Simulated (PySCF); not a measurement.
# dibenzo[a,e]pentalene (C16H10): A ladder of levels

System: dibenzo[a,e]pentalene (C16H10), SMILES C1=C2C(=Cc3ccccc32)c2ccccc21.

All runs: gas phase, vertical, PySCF SCF with an in-house response code, density fitting, core orbitals frozen in the response. The brightest state is taken among those sought (5 to 8). Bases without diffuse functions give polarisabilities too low.

Cheaper levels gave:

```csv
level,response,geometry,HOMO / eV,LUMO / eV,S1 / eV,f(S1),brightest / eV,polarisability / bohr³,ΔSCF IP / eV,"rough CPU minutes (shared hosts, mixed chips)"
CAM-B3LYP/def2-SVP,TDA,GFN2-xTB,-6.92,-1.43,2.63,0.000,5.41,184,7.42,0.9
```

Question: What do these better levels give?

| level | response | geometry |
| --- | --- | --- |
| CAM-B3LYP/def2-SVPD | TDDFT | PBE0-D3(BJ)/def2-SVP |
| PBE0/def2-TZVP | TDA | PBE0-D3(BJ)/def2-SVP |

Answer: 
```json
{"level": "CAM-B3LYP/def2-SVPD", "response": "TDDFT", "geometry": "PBE0-D3(BJ)/def2-SVP", "HOMO / eV": "-7.05", "LUMO / eV": "-1.58", "S1 / eV": "2.54", "f(S1)": "0.000", "brightest / eV": "5.00", "polarisability / bohr³": "206", "ΔSCF IP / eV": "7.50", "rough CPU minutes (shared hosts, mixed chips)": "4"}
{"level": "PBE0/def2-TZVP", "response": "TDA", "geometry": "PBE0-D3(BJ)/def2-SVP", "HOMO / eV": "-5.92", "LUMO / eV": "-2.53", "S1 / eV": "2.39", "f(S1)": "0.000", "brightest / eV": "4.94", "polarisability / bohr³": "209", "ΔSCF IP / eV": "", "rough CPU minutes (shared hosts, mixed chips)": "1"}
```
